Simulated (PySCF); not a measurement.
H2AsF3Sn, singlet, at the geometry of the source list (all electrons, no relativity); CASSCF(2,2)/STO-3G run with PySCF.

Here is a job for PySCF.
```python
from pyscf import gto, scf, mcscf
import numpy

mol = gto.M(
    atom='''
F    -1.968700   -0.540700    1.769600
Sn   -0.834400   -0.057600    0.142800
F    -1.573800    1.659800   -0.662700
F    -1.157700   -1.483900   -1.270100
As    1.711400    0.145500    0.704400
H     1.834600    1.197400   -0.363600
H     1.988600   -0.920400   -0.320400
''',
    basis='sto-3g',
    charge=0,
    spin=0,
    verbose=4,
)

mf = scf.RHF(mol)
mf.kernel()
mc = mcscf.CASSCF(mf, 2, 2)
mc.fix_spin_(ss=0.0)
mc.conv_tol = 1e-5
mc.kernel()
occ = numpy.linalg.eigvalsh(mc.fcisolver.make_rdm1(mc.ci, mc.ncas, mc.nelecas))[::-1]
ss = mc.fcisolver.spin_square(mc.ci, mc.ncas, mc.nelecas)[0]
print('natural occupations', occ.round(4), ' <S^2>', round(ss, 4))
```

It wrote (shortened):

```
PySCF version 2.14.0

[INPUT] verbose = 4
[INPUT] num. atoms = 7
[INPUT] num. electrons = 112
[INPUT] charge = 0
[INPUT] spin (= nelec alpha-beta = 2S) = 0
[INPUT] symmetry False subgroup None
[INPUT] Mole.unit = angstrom
[INPUT] Symbol           X                Y                Z      unit          X                Y                Z       unit  Magmom
[INPUT]  1 F     -1.968700000000  -0.540700000000   1.769600000000 AA   -3.720303821431  -1.021774915552   3.344059350030 Bohr   0.0
[INPUT]  2 Sn    -0.834400000000  -0.057600000000   0.142800000000 AA   -1.576787478337  -0.108848224775   0.269852890588 Bohr   0.0
[INPUT]  3 F     -1.573800000000   1.659800000000  -0.662700000000 AA   -2.974050974840   3.136567421553  -1.252321502749 Bohr   0.0
[INPUT]  4 F     -1.157700000000  -1.483900000000  -1.270100000000 AA   -2.187735934409  -2.804164596242  -2.400141150810 Bohr   0.0
[INPUT]  5 As     1.711400000000   0.145500000000   0.704400000000 AA    3.234077289581   0.274955151124   1.331123082144 Bohr   0.0
[INPUT]  6 H      1.834600000000   1.197400000000  -0.363600000000 AA    3.466891548127   2.262758061554  -0.687104418892 Bohr   0.0
[INPUT]  7 H      1.988600000000  -0.920400000000  -0.320400000000 AA    3.757909371310  -1.739303925050  -0.605468250311 Bohr   0.0

nuclear repulsion = 894.116352829398
number of shells = 30
number of NR pGTOs = 186
number of NR cGTOs = 62
basis = sto-3g
ecp = {}

******** <class 'pyscf.scf.hf.RHF'> ********
method = RHF
initial guess = minao
damping factor = 0
level_shift factor = 0
DIIS = <class 'pyscf.scf.diis.CDIIS'>
diis_start_cycle = 1
diis_space = 8
diis_damp = 0
SCF conv_tol = 1e-09
SCF conv_tol_grad = None
SCF max_cycles = 50
direct_scf = True
direct_scf_tol = 1e-13
Set gradient conv threshold to 3.16228e-05
Initial guess from minao.
init E= -8446.95513369744
  HOMO = -0.750558909685671  LUMO = -0.491532508224246  gap/eV = 7.04847
cycle= 1 E= -8467.70267910558  delta_E= -20.7  |g|= 0.525  |ddm|= 3.04
  HOMO = -0.238789933710115  LUMO = 0.234791211076532  gap/eV = 12.88680
cycle= 2 E= -8467.86406645483  delta_E= -0.161  |g|= 0.11  |ddm|= 1.18
  HOMO = -0.275203508113987  LUMO = 0.24981583524033  gap/eV = 14.28650
cycle= 3 E= -8467.87354975838  delta_E= -0.00948  |g|= 0.0352  |ddm|= 0.289
  HOMO = -0.279892526889289  LUMO = 0.248672829138646  gap/eV = 14.38300
cycle= 4 E= -8467.87489892936  delta_E= -0.00135  |g|= 0.00868  |ddm|= 0.125
  HOMO = -0.277978693363382  LUMO = 0.250787216176918  gap/eV = 14.38845
cycle= 5 E= -8467.8749803843  delta_E= -8.15e-05  |g|= 0.00142  |ddm|= 0.0351
  HOMO = -0.277970454665404  LUMO = 0.250897071139713  gap/eV = 14.39122
cycle= 6 E= -8467.87498276115  delta_E= -2.38e-06  |g|= 0.000521  |ddm|= 0.00488
  HOMO = -0.27789056373904  LUMO = 0.250901515643038  gap/eV = 14.38917
cycle= 7 E= -8467.87498318515  delta_E= -4.24e-07  |g|= 0.00014  |ddm|= 0.00247
  HOMO = -0.277882512246247  LUMO = 0.250899214451629  gap/eV = 14.38888
cycle= 8 E= -8467.87498321552  delta_E= -3.04e-08  |g|= 1.6e-05  |ddm|= 0.000778
  HOMO = -0.277882085985249  LUMO = 0.250900924064048  gap/eV = 14.38892
cycle= 9 E= -8467.87498321579  delta_E= -2.64e-10  |g|= 2.67e-06  |ddm|= 6.59e-05
  HOMO = -0.277881810331648  LUMO = 0.250901360748994  gap/eV = 14.38892
Extra cycle  E= -8467.8749832158  delta_E= -1.27e-11  |g|= 8.93e-07  |ddm|= 7.06e-06
converged SCF energy = -8467.8749832158

******** <class 'pyscf.mcscf.mc1step.CASSCF'> ********
CAS (1e+1e, 2o), ncore = 55, nvir = 5
max_cycle_macro = 50
max_cycle_micro = 4
conv_tol = 1e-05
conv_tol_grad = None
orbital rotation max_stepsize = 0.02
orbital rotation threshold for CI restart = 0.01
augmented hessian ah_max_cycle = 30
augmented hessian ah_conv_tol = 1e-12
augmented hessian ah_linear dependence = 1e-14
augmented hessian ah_level shift = 1e-08
augmented hessian ah_start_tol = 2.5
augmented hessian ah_start_cycle = 3
augmented hessian ah_grad_trust_region = 3
kf_trust_region = 3
kf_interval = 4
ci_response_space = 4
ci_grad_trust_region = 3
with_dep4 0
natorb = False
canonicalization = True
sorting_mo_energy = False
ao2mo_level = 2
internal_rotation = False
******** <class 'pyscf.fci.addons.SpinPenaltyFCISolver'> ********
max. cycles = 50
conv_tol = 1e-08
davidson only = True
linear dependence = 1e-12
level shift = 0.001
max iter space = 12
nroots = 1
pspace_size = 400
spin = None
CASCI E = -8467.87793837796  S^2 = 0.0000000
Set conv_tol_grad to 0.00316228
macro iter   1 ( 21 JK    4 micro), CASSCF E = -8467.88177791706  dE = -3.83953910e-03  S^2 = 0.0000000
               |grad[o]|=0.00887  |grad[c]|=0.0392  |ddm|=0.0451  |maxRot[o]|= 0.23
macro iter   2 ( 21 JK    4 micro), CASSCF E = -8467.88363022864  dE = -1.85231158e-03  S^2 = 0.0000000
               |grad[o]|=0.00893  |grad[c]|=0.0057  |ddm|=0.00504  |maxRot[o]|=0.152
macro iter   3 ( 21 JK    4 micro), CASSCF E = -8467.88364078508  dE = -1.05564377e-05  S^2 = 0.0000000
               |grad[o]|=0.00275  |grad[c]|=0.00604  |ddm|=0.00627  |maxRot[o]|=0.051
macro iter   4 ( 21 JK    4 micro), CASSCF E = -8467.88364025011  dE =  5.34964784e-07  S^2 = 0.0000000
               |grad[o]|=0.00222  |grad[c]|=0.00465  |ddm|=0.00485  |maxRot[o]|=0.00724
1-step CASSCF converged in   4 macro ( 84 JK  16 micro) steps
CASSCF canonicalization
Density matrix diagonal elements [1.97541579 0.02458421]
CASSCF energy = -8467.88364025011
CASCI E = -8467.88364025011  E(CI) = -0.989552841245313  S^2 = 0.0000000
natural occupations [1.9756 0.0244]  <S^2> 0.0
```
